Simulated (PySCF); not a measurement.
Species: FGeH₃S.
Structure used (PBE0-D3(BJ)/def2-SVP), in Å, numbered top down from 1:
```xyz
6
FGeH3S angstrom
F     -0.747    1.277    0.581
Ge    -0.528   -0.292   -0.146
S      1.648   -0.415   -0.575
H     -1.364   -0.316   -1.433
H     -0.979   -1.325    0.896
H      1.849    0.763    0.058
```

Computed, not measured: PBE0-D3(BJ)/def2-SVP geometry optimisation, gas phase in PySCF.

Take the most abundant isotopes and a rigid rotor. The values belong to one conformer with, in the numbering `[F:1][GeH2:2][SH:3]`, F1–Ge2–S3–H 6°.

Give the principal moments of inertia and the rotational constants in cm⁻¹.

Ia = 44.44, Ib = 146.19, Ic = 183.95 u·Å²; 505379 MHz·u·Å²/I gives 11371, 3457 and 2747 MHz, that is A = 0.37931, B = 0.11531, C = 0.09164 cm⁻¹.

What kind of rotor is it?

An asymmetric top. Ray's parameter κ = (2B − A − C)/(A − C) = -0.835; −1 is the prolate and +1 the oblate limit.

Is it planar, by Δ = Ic − Ia − Ib?

Not planar: Δ = Ic − Ia − Ib = -6.68 u·Å². For a rigid frame Δ = −2 Σ m c², so Σ m c² = 3.34 u·Å² lies off the ab plane, practically all of it from hydrogen. The atom farthest from that plane is 1.29 Å away.

Give the other two planar moments, Paa and Pbb, and the rms extents of the mass along the axes.

Paa = Σ m a² = (Ib + Ic − Ia)/2 = 142.85 and Pbb = Σ m b² = (Ia + Ic − Ib)/2 = 41.10 u·Å². With the mass M = 127.92 u, the rms extents √(P/M) along a, b and c are 1.06, 0.57, 0.16 Å.

Where do the levels up to J = 3 lie, in cm⁻¹?

Above 0(0,0):
J = 1: 1(0,1) 0.2070, 1(1,1) 0.4709, 1(1,0) 0.4946
J = 2: 2(0,2) 0.6193, 2(1,2) 0.8612, 2(1,1) 0.9322, 2(2,1) 1.7242, 2(2,0) 1.7257
J = 3: 3(0,3) 1.2342, 3(1,3) 1.4456, 3(1,2) 1.5876, 3(2,2) 2.3450, 3(2,1) 2.3526, 3(3,1) 3.7251, 3(3,0) 3.7252

Which types of transition are allowed, and where do some lines up to J = 3 fall?

The dipole components are |μa| = 0.07 D, |μb| = 1.09 D, |μc| = 0.10 D. The squared components, which scale the intensities, stand as 0.00 : 1.00 : 0.01 (a : b : c). Some of the stronger lines:

```json
{"type": "b", "branch": "R", "J(Ka,Kc)": "2(0,2) ← 1(1,1)", "MHz": "4449", "lower level (cm⁻¹)": "0.471"}
{"type": "b", "branch": "Q", "J(Ka,Kc)": "1(1,0) ← 1(0,1)", "MHz": "8624", "lower level (cm⁻¹)": "0.207"}
{"type": "b", "branch": "Q", "J(Ka,Kc)": "2(1,1) ← 2(0,2)", "MHz": "9379", "lower level (cm⁻¹)": "0.619"}
{"type": "b", "branch": "Q", "J(Ka,Kc)": "3(1,2) ← 3(0,3)", "MHz": "10596", "lower level (cm⁻¹)": "1.234"}
{"type": "b", "branch": "R", "J(Ka,Kc)": "3(0,3) ← 2(1,2)", "MHz": "11182", "lower level (cm⁻¹)": "0.861"}
{"type": "b", "branch": "R", "J(Ka,Kc)": "1(1,1) ← 0(0,0)", "MHz": "14119", "lower level (cm⁻¹)": "0.000"}
{"type": "b", "branch": "Q", "J(Ka,Kc)": "3(2,1) ← 3(1,2)", "MHz": "22935", "lower level (cm⁻¹)": "1.588"}
{"type": "b", "branch": "R", "J(Ka,Kc)": "3(1,3) ← 2(0,2)", "MHz": "24771", "lower level (cm⁻¹)": "0.619"}
{"type": "b", "branch": "Q", "J(Ka,Kc)": "2(2,1) ← 2(1,2)", "MHz": "25872", "lower level (cm⁻¹)": "0.861"}
{"type": "b", "branch": "Q", "J(Ka,Kc)": "3(2,2) ← 3(1,3)", "MHz": "26964", "lower level (cm⁻¹)": "1.446"}
{"type": "b", "branch": "R", "J(Ka,Kc)": "2(2,1) ← 1(1,0)", "MHz": "36861", "lower level (cm⁻¹)": "0.495"}
{"type": "b", "branch": "R", "J(Ka,Kc)": "2(2,0) ← 1(1,1)", "MHz": "37617", "lower level (cm⁻¹)": "0.471"}
{"type": "b", "branch": "Q", "J(Ka,Kc)": "3(3,1) ← 3(2,2)", "MHz": "41374", "lower level (cm⁻¹)": "2.345"}
{"type": "b", "branch": "R", "J(Ka,Kc)": "3(2,2) ← 2(1,1)", "MHz": "42356", "lower level (cm⁻¹)": "0.932"}
{"type": "b", "branch": "R", "J(Ka,Kc)": "3(2,1) ← 2(1,2)", "MHz": "44712", "lower level (cm⁻¹)": "0.861"}
{"type": "b", "branch": "R", "J(Ka,Kc)": "3(3,1) ← 2(2,0)", "MHz": "59941", "lower level (cm⁻¹)": "1.726"}
```

Stationary, but not proved a minimum. Constants of a rigid frame at the computed geometry: no zero-point averaging, no centrifugal distortion.

Time: 4.6 s of wall time; peak memory 0.35 GiB. Hardware: an AMD EPYC 9R45 with one thread (shared host). That covers the optimisation of the geometry.
